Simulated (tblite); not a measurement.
Species: C₁₅H₁₁ClS.
Numbering: `[CH3:1][S:2][c:3]1[cH:4][cH:5][c:6]([C:7]#[C:8][c:9]2[cH:10][cH:11][c:12]([Cl:13])[cH:14][cH:15]2)[cH:16][cH:17]1` (hydrogens: H18, H19, H20 on C1; H21 on C4; H22 on C5; H23 on C10; H24 on C11; H25 on C14; H26 on C15; H27 on C16; H28 on C17)

Structure optimised with GFN2-xTB, isolated species.

(1) List the bond lengths, angles and torsions at this level.

Results:

(1) 
| bond | length (pm) | order |
| --- | --- | --- |
| C1–S2 | 181.6 | single |
| S2–C3 | 176.4 | single |
| C3–C4, C3–C17 | 139.2 | aromatic |
| C4–C5, C16–C17 | 137.8 | aromatic |
| C5–C6, C6–C16 | 139.7 | aromatic |
| C6–C7 | 140.9 | single |
| C7≡C8 | 120.9 | triple |
| C8–C9 | 141.0 | single |
| C9–C10, C9–C15 | 139.7 | aromatic |
| C10–C11, C14–C15 | 138.0 | aromatic |
| C11–C12, C12–C14 | 138.7 | aromatic |
| C12–Cl13 | 173.0 | single |
| C1–H18, C1–H19, C1–H20 | 108.6 | single |
| C4–H21, C17–H28 | 107.9 | single |
| C5–H22, C16–H27 | 108.0 | single |
| C10–H23, C15–H26 | 108.0 | single |
| C11–H24, C14–H25 | 107.9 | single |

Bonds in one row agree within 1 pm and their mean is given. Orders are formal, as drawn. A selection of angles:
| angle | degrees |
| --- | --- |
| C1–S2–C3 | 104.4 |
| S2–C3–C4 | 124.3 |
| S2–C3–C17 | 116.1 |
| C4–C3–C17 | 119.6 |
| C3–C4–C5 | 120.0 |
| C4–C5–C6 | 120.7 |
| C5–C6–C7 | 120.9 |
| C5–C6–C16 | 119.0 |
| C7–C6–C16 | 120.2 |
| C6–C7–C8 | 178.8 |
| C7–C8–C9 | 179.3 |
| C8–C9–C10 | 120.7 |
| C8–C9–C15 | 120.0 |
| C10–C9–C15 | 119.3 |
| C9–C10–C11 | 120.4 |
| C10–C11–C12 | 119.5 |
| C11–C12–Cl13 | 119.6 |
| C11–C12–C14 | 120.9 |
| C6–C16–C17 | 120.3 |

Dihedral angles: C1–S2–C3–C4 -2° (synperiplanar). The mirror-image conformer, all signs reversed, is as good.

The 6-membered ring C9–C10–C11–C12–C14–C15 has internal angles of 119.3° to 120.9°; it is planar, 0.00 Å rms from its mean plane, widest ring torsion 0°. The C–S distances run from 1.764 Å (S2–C3, drawn single) to 1.816 Å (C1–S2, drawn single), a spread of 0.052 Å. Of the pairs four or more bonds apart, C1···H21 is among the closest relative to their van der Waals radii: 2.57 Å, 89 % of the sum of Bondi's values. The 6-membered ring C3–C4–C5–C6–C16–C17 has internal angles of 119.0° to 120.7° (sum 720°, against 720° for a flat polygon); it is planar, 0.00 Å rms from its mean plane, widest ring torsion 0°. The C–C distances run from 1.209 Å (C7≡C8, drawn triple) to 1.410 Å (C8–C9, drawn single), a spread of 0.201 Å.

Point group: C1 (no symmetry element, even within 0.4 Å). Its GFN2-xTB frequencies are all real (lowest 17 cm⁻¹). The numbers are those of one conformer. 2 starts were optimised and ended at 0.00 and 0.56 kcal/mol (GFN2-xTB); the lowest of these is shown.

These are computed values.
